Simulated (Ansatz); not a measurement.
Ag₂Pd₂⁻ (the lowest doublet isomer of a short search) was relaxed with r2SCAN-D4 (def2-SVPD) in Ansatz in these states: charge -1 doublet, charge -1 quartet. The geometries follow in no particular order.

In the def2 sets Ag, Pd take a core potential; there is no spin–orbit coupling.

A:

| atom | x (Å) | y (Å) | z (Å) |
| --- | --- | --- | --- |
| Pd1 | 0.096 | 1.344 | 0.424 |
| Pd2 | -0.783 | -1.103 | 0.409 |
| Ag3 | -1.065 | 0.394 | -1.730 |
| Ag4 | 1.753 | -0.635 | 0.897 |

B:

```xyz
4

Pd    0.9529   -0.7725   -0.2781
Pd   -0.9525    0.7709    0.2788
Ag    1.0895    0.3254    2.0749
Ag   -1.0900   -0.3238   -2.0756
```

Task: Judge from the bond lengths which geometry belongs to which state (an estimate).

Result: A is the charge -1 quartet (Pd1–Ag4 2.625 Å, Pd2–Ag3 2.625 Å, Pd1–Pd2 2.600 Å); B is the charge -1 doublet (Pd1–Ag4 2.758 Å, Pd2–Ag3 2.756 Å, Pd1–Pd2 2.514 Å).

At r2SCAN-D4/def2-SVPD the highest occupied level of the charge -1 quartet lies above zero (up to 0.48 eV). It is a level of α spin, whose loss leaves a triplet; that state wasn't run at this geometry and level. The electron is either unbound and held by the finite basis, or the level is raised by self-interaction error. At r2SCAN-D4/def2-SVPD the highest occupied level of the charge -1 doublet lies above zero (up to 0.01 eV). By energy differences its removal costs 1.92 eV (vertical, to the charge 0 triplet, at PBE0-D4/def2-TZVPD). At PBE0-D4/def2-TZVPD a doublet lies 0.84 eV below the charge -1 quartet. These are the stationary points nearest to one start from a short search; other shapes may lie lower in each state.
